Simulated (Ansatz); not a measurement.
Cl2H2HfS2 (`[SH][Hf]([SH])([Cl])[Cl]`) at its PBE0-D4/def2-TZVP geometry, where that method's forces vanish. Total charge 0; spin multiplicity 1. Hf: def2 effective core potential.

```xyz
7

S    -0.5284   -2.2472   -0.4597
Hf   -0.4106    0.1258   -0.0449
S     1.7976    0.7707   -0.7896
Cl   -0.6076    0.5994    2.2282
Cl   -2.0446    1.1995   -1.3052
H     0.1644   -2.4679    0.6777
H     1.6292    2.0197   -0.3065
```

Question: What forces (eV/Å) does B3LYP-D4/def2-TZVPP give on these atoms in the Gaussian-basis code of Ansatz? (Estimate.)

Answer: Ansatz gave: 
```
S1  -0.003 -0.225 -0.022
Hf2  0.004  0.002  0.006
S3   0.200  0.081 -0.062
Cl4 -0.027  0.053  0.259
Cl5 -0.192  0.118 -0.151
H6  -0.006 -0.025 -0.016
H7   0.024 -0.004 -0.014
```

B3LYP here is the variant with VWN-RPA as its local correlation; programs differ in this.
